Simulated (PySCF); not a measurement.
CH5Ge2N, SMILES [CH]1=[N][GeH2][GeH2]1.

Geometry: B3LYP-D3(BJ)/def2-SVP. This is a generated structure with no PubChem entry under its InChIKey; it may be hypothetical.

Calculation: PBE/def2-TZVP run with PySCF.

Symmetry labels are those of the subgroup Cs that the program uses (full group Cs).

List the valence orbital energies around the gap with their symmetry. (An estimate is asked for; the answer gives what the named calculation found.)


```csv
orbital,symmetry,energy (eV)
HOMO−7,A',-12.18
HOMO−6,A',-10.11
HOMO−5,A',-9.41
HOMO−4,A",-9.39
HOMO−3,A",-8.33
HOMO−2,A",-7.81
HOMO−1,A',-6.72
HOMO,A',-5.37
LUMO,A",-1.98
LUMO+1,A',-1.39
LUMO+2,A',-0.89
LUMO+3,A",-0.09
```
